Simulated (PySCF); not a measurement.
A side-by-side comparison of computed properties.

First species: C4H8Si.
SMILES with atom numbers: `[SiH3:1][CH2:2][C:3]1=[CH:4][CH2:5]1` (hydrogens: H6, H7, H8 on Si1; H9, H10 on C2; H11 on C4; H12, H13 on C5)

Cartesian coordinates in Å at the GFN2-xTB level; atoms count from 1:
```xyz
13
C4H8Si angstrom
Si    -1.903    0.220    0.474
C     -0.616   -0.023   -0.924
C      0.739    0.060   -0.396
C      1.866    0.675   -0.182
C      1.737   -0.687    0.440
H     -3.234    0.051   -0.111
H     -1.754    1.566    1.026
H     -1.682   -0.784    1.514
H     -0.759    0.731   -1.701
H     -0.771   -1.005   -1.376
H      2.515    1.505   -0.307
H      1.587   -0.775    1.512
H      2.272   -1.531    0.014
```

Second species: C2Cl4.
Structure used (GFN2-xTB), in Å, numbered top down from 1:
```xyz
6
C2Cl4 angstrom
Cl    -2.025   -0.696   -0.039
C     -0.610    0.267   -0.070
Cl    -0.849    1.949   -0.284
C      0.611   -0.265    0.064
Cl     0.850   -1.947    0.278
Cl     2.027    0.695    0.029
```

Levels: CAM-B3LYP/def2-SVPD for dipole moment, HOMO energy, LUMO energy, HOMO–LUMO gap, static isotropic polarisability and electronic spatial extent ⟨r²⟩ about the centre of nuclear charge; TDDFT CAM-B3LYP/def2-SVPD for lowest singlet excitation; TDA CAM-B3LYP/def2-SVPD for lowest triplet excitation (Tamm–Dancoff); GFN2-xTB for rotational constant A and rotational constant C. Geometries: GFN2-xTB. Each structure is a single optimised conformer of the isolated species, non-relativistic unless stated; the electronic structure was computed with PySCF and density fitting.

The conformers computed, where there is a choice (atom-mapped SMILES and torsion angles):
- `[SiH3:1][CH2:2][C:3]1=[CH:4][CH2:5]1`: Si1–C2–C3–C4 -102°

Values for the first species:

| Quantity | Value |
| --- | --- |
| Dipole moment | 0.87 D |
| HOMO energy | -7.98 eV |
| LUMO energy | 1.12 eV |
| HOMO–LUMO gap | 9.10 eV |
| Lowest singlet excitation | 6.20 eV |
| Lowest triplet excitation (Tamm–Dancoff) | 4.07 eV |
| Static isotropic polarisability | 73.0 au |
| Electronic spatial extent ⟨r²⟩ about the centre of nuclear charge | 672 bohr² |
| Rotational constant A | 9.796 GHz |
| Rotational constant C | 1.981 GHz |

Q: Estimate the same properties for the second species, and the change in each.

A: 
| property | first | second | second less first |
| --- | --- | --- | --- |
| dipole moment | 0.87 D | 0.00 D | -0.87 D |
| HOMO energy | -7.98 eV | -8.75 eV | -0.77 eV |
| LUMO energy | 1.12 eV | -0.08 eV | -1.20 eV |
| HOMO–LUMO gap | 9.10 eV | 8.67 eV | -0.43 eV |
| lowest singlet excitation | 6.20 eV | 5.48 eV | -0.72 eV |
| lowest triplet excitation (Tamm–Dancoff) | 4.07 eV | 3.59 eV | -0.48 eV |
| static isotropic polarisability | 73.0 au | 81.0 au | +8.0 au |
| electronic spatial extent ⟨r²⟩ about the centre of nuclear charge | 672 bohr² | 1271 bohr² | +599 bohr² |
| rotational constant A | 9.796 GHz | 1.714 GHz | -8.082 GHz |
| rotational constant C | 1.981 GHz | 0.774 GHz | -1.207 GHz |

On the first: In wavenumbers S1 is 50000 cm⁻¹ (1 eV = 8065.54 cm⁻¹). The dipole matches unit charges of opposite sign 0.18 Å apart (1 e·Å = 4.8032 D).

On the second: The 8 singlets span 5.48 to 7.53 eV, and their oscillator strengths add up to 0.46. The principal polarisabilities are 53.4, 90.1 and 99.3 au; their mean is the isotropic value.
